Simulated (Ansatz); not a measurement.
CH₇B₂NOSi (`O[SiH2]N1BCB1`) from Hartree–Fock to CCSD(T)

Cartesian coordinates in Å:
```
O 1.750 -0.962 1.912
Si 1.289 -1.276 0.371
N -0.036 -0.269 -0.119
B -0.351 0.535 -1.272
C -1.759 1.052 -0.792
B -1.002 0.592 0.512
H 2.082 -0.088 2.120
H 0.862 -2.691 0.376
H 2.385 -1.047 -0.605
H 0.409 0.831 -2.146
H -2.138 2.056 -0.963
H -2.517 0.304 -1.042
H -0.974 0.962 1.649
```

Charge 0, multiplicity 1. The structure was optimised at the PBE0-D4/def2-TZVP level. It is one conformer, not always the lowest. Frozen core, restricted reference, Ansatz. CBS rows extrapolate triple and quadruple zeta; past MP2 they add the triple-zeta difference.

| basis | HF (Eh) | MP2 corr. | CCSD corr. | (T) | CCSD(T) total |
| --- | --- | --- | --- | --- | --- |
| def2-TZVPP | -509.78088 | ? | ? | ? | ? |
| def2-QZVPP | -509.80093 | -0.99261 | – | – | – |
| CBS(def2) | -509.80369 | ? | -1.08574 | as TZ | ? |

**Question.** Fill in the withheld values. (Estimate.)

**Answer.** Ansatz gave: def2-TZVPP MP2 corr.: -0.92609; def2-TZVPP CCSD corr.: -0.96993; def2-TZVPP (T): -0.03949; def2-TZVPP CCSD(T) total: -510.79030; CBS(def2) MP2 corr.: -1.04189; CBS(def2) CCSD(T) total: -510.92892.
